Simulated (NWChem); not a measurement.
System: tetrafluoroborate (BF4 anion); SMILES F[B-](F)(F)F

Parts of the log:

```
             Northwest Computational Chemistry Package (NWChem) 7.3.0
             --------------------------------------------------------

 C1  symmetry detected

                             Geometry "geometry" -> ""
                             -------------------------

 Output coordinates in angstroms (scale by  1.889725989 to convert to a.u.)

  No.       Tag          Charge          X              Y              Z
 ---- ---------------- ---------- -------------- -------------- --------------
    1 F                    9.0000     0.12897681     0.12900584     1.40257032
    2 B                    5.0000    -0.00000060     0.00000026    -0.00000310
    3 F                    9.0000    -0.56426396    -1.25994698    -0.30765842
    4 F                    9.0000    -0.84008386     1.02576086    -0.49252636
    5 F                    9.0000     1.27537135     0.10518012    -0.60238381

 Effective nuclear repulsion energy (a.u.)     178.6931501764

                                 NWChem DFT Module
                                 -----------------

 Summary of "ao basis" -> "ao basis" (spherical)
 ------------------------------------------------------------------------------
       Tag                 Description            Shells   Functions and Types
 ---------------- ------------------------------  ------  ---------------------
 F                        aug-cc-pvdz                9       23   4s3p2d
 B                        aug-cc-pvdz                9       23   4s3p2d

            General Information
            -------------------
          SCF calculation type: DFT
          Wavefunction type:  closed shell.
          No. of atoms     :     5
          No. of electrons :    42
           Alpha electrons :    21
            Beta electrons :    21
          Charge           :    -1
          Spin multiplicity:     1
          Use of symmetry is: off; symmetry adaption is: off
          Maximum number of iterations: 150
          AO basis - number of functions:   115
                     number of shells:    45
          Convergence on energy requested:  1.00D-06
          Convergence on density requested:  1.00D-05
          Convergence on gradient requested:  5.00D-04

              XC Information
              --------------
                  TPSS metaGGA Exchange Functional  1.000
             TPSS03 metaGGA Correlation Functional  1.000

             Grid Information
             ----------------
          Grid used for XC integration:  medium
          Radial quadrature: Mura-Knowles
          Angular quadrature: Lebedev.
          Tag              B.-S. Rad. Rad. Pts. Rad. Cut. Ang. Pts.
          ---              ---------- --------- --------- ---------
          F                   0.50       49          10.0       434
          B                   0.85       49          11.0       434
          Grid pruning is: on
          Number of quadrature shells:   245
          Spatial weights used:  Erf1

      Superposition of Atomic Density Guess
      -------------------------------------

 Sum of atomic energies:        -422.08747075

 Renormalizing density from      41.00 to     42

      Non-variational initial energy
      ------------------------------

 Total energy =    -428.885316
 1-e energy   =    -967.433797
 2-e energy   =     359.855331
 HOMO         =      -0.241534
 LUMO         =       0.184277

     ---------------------------------------------
      Total Density - Mulliken Population Analysis
     ---------------------------------------------

    Atom       Charge   Shell Charges
 -----------   ------   -------------------------------------------------------
    1 F    9     9.73   2.00  0.87  1.02  0.11  3.30  2.21  0.22  0.00  0.00
    2 B    5     3.07   2.01  0.45 -0.28 -0.01  0.85 -0.18 -0.01  0.25 -0.01
    3 F    9     9.73   2.00  0.87  1.02  0.11  3.30  2.21  0.22  0.00  0.00
    4 F    9     9.73   2.00  0.87  1.02  0.11  3.30  2.21  0.22  0.00  0.00
    5 F    9     9.73   2.00  0.87  1.02  0.11  3.30  2.21  0.22  0.00  0.00

   convergence    iter        energy       DeltaE   RMS-Dens  Diis-err
 ---------------- ----- ----------------- --------- --------- ---------
 d= 0,ls=0.0,diis     1   -424.5030837905 -6.03D+02  1.23D-02  9.42D-01
 d= 0,ls=0.0,diis     2   -424.5530896716 -5.00D-02  4.70D-03  5.74D-01
 d= 0,ls=0.0,diis     3   -424.6097313208 -5.66D-02  8.59D-04  2.66D-02
 d= 0,ls=0.0,diis     4   -424.6111239709 -1.39D-03  4.09D-04  1.02D-02
 d= 0,ls=0.0,diis     5   -424.6119348137 -8.11D-04  2.71D-05  2.64D-05
  Resetting Diis
 d= 0,ls=0.0,diis     6   -424.6119373269 -2.51D-06  5.81D-07  8.07D-10
 d= 0,ls=0.0,diis     7   -424.6119373269 -5.28D-11  4.90D-07  5.43D-10

         Total DFT energy =     -424.611937326947
      One electron energy =     -957.254290310422
           Coulomb energy =      400.241254494097
    Exchange-Corr. energy =      -46.292051687032
 Nuclear repulsion energy =      178.693150176410

 Numeric. integr. density =       42.000005108845

                       DFT Final Molecular Orbital Analysis
                       ------------------------------------

 Vector   19  Occ=2.000000D+00  E=-1.022915D-01
              MO Center=  7.7D-02,  2.0D-01, -3.5D-01, r^2= 2.3D+00
   Bfn.  Coefficient  Atom+Function         Bfn.  Coefficient  Atom+Function
  ----- ------------  ---------------      ----- ------------  ---------------
    98      0.372109  5 F  py                74     -0.323389  4 F  px
    51      0.267817  3 F  px               101      0.246139  5 F  py
    76      0.215981  4 F  pz                77     -0.213911  4 F  px
    54      0.177151  3 F  px                99     -0.170917  5 F  pz
     5      0.167009  1 F  px                75     -0.161162  4 F  py

 Vector   20  Occ=2.000000D+00  E=-1.022907D-01
              MO Center=  2.8D-01, -8.2D-02,  1.0D-01, r^2= 2.4D+00
   Bfn.  Coefficient  Atom+Function         Bfn.  Coefficient  Atom+Function
  ----- ------------  ---------------      ----- ------------  ---------------
     5      0.387518  1 F  px                99     -0.337756  5 F  pz
    51     -0.261154  3 F  px                 8      0.256327  1 F  px
   102     -0.223415  5 F  pz                76      0.199763  4 F  pz
    98     -0.194899  5 F  py                53      0.174629  3 F  pz
    54     -0.172743  3 F  px                97     -0.143450  5 F  px

 Vector   21  Occ=2.000000D+00  E=-1.022895D-01
              MO Center= -3.6D-01, -1.2D-01,  2.4D-01, r^2= 2.3D+00
   Bfn.  Coefficient  Atom+Function         Bfn.  Coefficient  Atom+Function
  ----- ------------  ---------------      ----- ------------  ---------------
     6      0.410571  1 F  py                53      0.373838  3 F  pz
     9      0.271579  1 F  py                76     -0.268097  4 F  pz
    56      0.247281  3 F  pz                75     -0.217730  4 F  py
    79     -0.177336  4 F  pz                78     -0.144021  4 F  py
    52     -0.139661  3 F  py                74     -0.108678  4 F  px

 Vector   22  Occ=0.000000D+00  E= 1.516271D-01
              MO Center=  1.8D-03,  3.5D-03,  1.8D-03, r^2= 1.3D+01
   Bfn.  Coefficient  Atom+Function         Bfn.  Coefficient  Atom+Function
  ----- ------------  ---------------      ----- ------------  ---------------
    27      2.021865  2 B  s                 26      1.858198  2 B  s
     4     -0.858133  1 F  s                 50     -0.857866  3 F  s
    73     -0.858112  4 F  s                 96     -0.858224  5 F  s
    13      0.214192  1 F  pz               103      0.194792  5 F  px
    58     -0.192728  3 F  py                81      0.156514  4 F  py

 Vector   23  Occ=0.000000D+00  E= 1.517603D-01
              MO Center=  6.9D-02,  1.8D-02,  4.4D-02, r^2= 2.0D+01
   Bfn.  Coefficient  Atom+Function         Bfn.  Coefficient  Atom+Function
  ----- ------------  ---------------      ----- ------------  ---------------
    35      1.314405  2 B  py                36     -0.488028  2 B  pz
    58     -0.254841  3 F  py                81     -0.250613  4 F  py
   104     -0.236829  5 F  py                12     -0.235632  1 F  py
    32      0.141437  2 B  py                34      0.131431  2 B  px
    82      0.094618  4 F  pz                13      0.094142  1 F  pz

 Vector   24  Occ=0.000000D+00  E= 1.517605D-01
              MO Center= -7.9D-02, -4.5D-02,  7.2D-02, r^2= 2.0D+01
   Bfn.  Coefficient  Atom+Function         Bfn.  Coefficient  Atom+Function
  ----- ------------  ---------------      ----- ------------  ---------------
    34      1.360975  2 B  px                36     -0.272918  2 B  pz
   103     -0.267162  5 F  px                80     -0.254477  4 F  px
    57     -0.246618  3 F  px                11     -0.244308  1 F  px
    35     -0.237420  2 B  py                31      0.146421  2 B  px
    96     -0.063360  5 F  s                105      0.059709  5 F  pz

     ---------------------------------------------
      Total Density - Mulliken Population Analysis
     ---------------------------------------------

    Atom       Charge   Shell Charges
 -----------   ------   -------------------------------------------------------
    1 F    9     9.54   2.01  0.89  0.99  0.14  3.35  1.91  0.24  0.00  0.00
    2 B    5     3.84   2.03  0.50 -0.37 -0.01  1.45 -0.18 -0.01  0.42  0.00
    3 F    9     9.54   2.01  0.89  0.99  0.14  3.35  1.91  0.24  0.00  0.00
    4 F    9     9.54   2.01  0.89  0.99  0.14  3.35  1.91  0.24  0.00  0.00
    5 F    9     9.54   2.01  0.89  0.99  0.14  3.35  1.91  0.24  0.00  0.00

     -------------------------------------------
      Total Density - Lowdin Population Analysis
     -------------------------------------------

[...]
```

Level: TPSS/aug-cc-pVDZ. Coordinates come from a B3LYP/def2-SVPD optimisation.

Write an input that gives this output.

Several could match; the one computed here: the input that was run:
```
start job
memory heap 200 mb stack 900 mb global 1100 mb
charge -1
geometry units angstroms noautoz
  F      0.559251     0.952874    -0.883035
  B     -0.000001    -0.000002     0.000002
  F     -0.715544    -0.968019    -0.742597
  F      1.034798    -0.633592     0.726816
  F     -0.878506     0.648739     0.898814
end
basis spherical
  * library aug-cc-pvdz
end
dft
  xc xtpss03 ctpss03
  iterations 150
  mulliken
end
task dft energy
```
